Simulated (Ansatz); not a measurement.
Reaction (redistribution): `C[O][Al]([OH])[Cl]` + `C[O][W](=[O])([F])=[S]` → `C[O][Al]([Cl])[O]C` + `[O]=[W]([OH])([F])=[S]`

Isolated molecules relaxed with PBE0-D4/def2-TZVP in Ansatz; ΔE leaves out vibrations. CCSD(T)/CBS is the MP2 limit (def2-TZVPP, def2-QZVPP) plus CCSD(T) − MP2 in def2-TZVPP, frozen cores. Functionals use def2-TZVPP. Elements past krypton have def2 core potentials. For W outer-core shells are correlated without core-valence functions, which leaves a few kJ/mol of doubt a bond. Each species was taken in one conformer, which may not be the lowest.

`C[O][Al]([OH])[Cl]`:

Cartesian coordinates in Å:
```
C 0.538 -0.070 1.621
O 0.674 -0.099 0.228
Al -0.358 0.046 -1.073
O 0.278 -0.057 -2.625
Cl -2.405 0.349 -0.763
H -0.500 0.080 1.937
H 0.895 -1.012 2.048
H 1.144 0.742 2.036
H -0.265 0.020 -3.408
```

`C[O][W](=[O])([F])=[S]`:

```xyz
9

C     0.103    1.085   -1.168
O    -0.082    0.617    0.150
W    -0.140   -0.897    1.188
O    -1.729   -1.111    1.742
F     1.023   -0.765    2.630
S     0.378   -2.561   -0.040
H     0.565    0.308   -1.781
H     0.748    1.964   -1.133
H    -0.866    1.362   -1.587
```

`C[O][Al]([Cl])[O]C`:

Z-matrix (Å, degrees):
```
C
O 1 1.400
H 1 1.096 2 112.4
H 1 1.094 2 109.9 3 -120.6
H 1 1.094 2 109.9 3 120.6
Al 2 1.673 1 135.5 3 0.6
O 6 1.669 2 120.8 1 180.0
Cl 6 2.083 2 120.5 1 -0.0
C 7 1.401 6 134.8 2 0.0
H 9 1.096 7 112.5 6 0.2
H 9 1.094 7 109.8 6 120.8
H 9 1.094 7 109.8 6 -120.5
```

`[O]=[W]([OH])([F])=[S]`:

Cartesian coordinates in Å:
```
O -0.748 -0.514 1.745
W -0.333 -0.255 0.125
O 0.630 1.340 0.036
F -1.873 -0.176 -0.901
S 0.888 -1.868 -0.536
H 1.437 1.473 -0.470
```

```csv
level,ΔE (kcal/mol),difference from CCSD(T)/CBS
PBE-D4,4.7,-0.4
r2SCAN-D4,4.6,-0.5
PBE0-D4,4.5,-0.6
ωB97X-V,4.2,-0.9
ωB97M-V,4.2,-0.9
PBE,4.5,-0.6
r2SCAN,4.6,-0.5
PBE0,4.3,-0.8
HF/def2-TZVPP,3.9,-1.2
MP2/def2-TZVPP,6.2,1.1
SCS-MP2/def2-TZVPP,5.6,0.5
CCSD/def2-TZVPP,4.8,-0.3
CCSD(T)/def2-TZVPP,5.3,0.2
HF/def2-QZVPP,3.9,-1.2
MP2/def2-QZVPP,6.1,1.0
HF/CBS(def2),3.9,-1.2
CCSD(T)/CBS,5.1,0
```

Largest T1 diagnostic among the species: 0.023, so the coupled-cluster value is less sure than usual.

In def2-TZVPP, CCSD(T) changes the Hartree–Fock value by +1.4 kcal/mol (the triples alone add +0.4 kcal/mol) and MP2 by +2.3 kcal/mol.
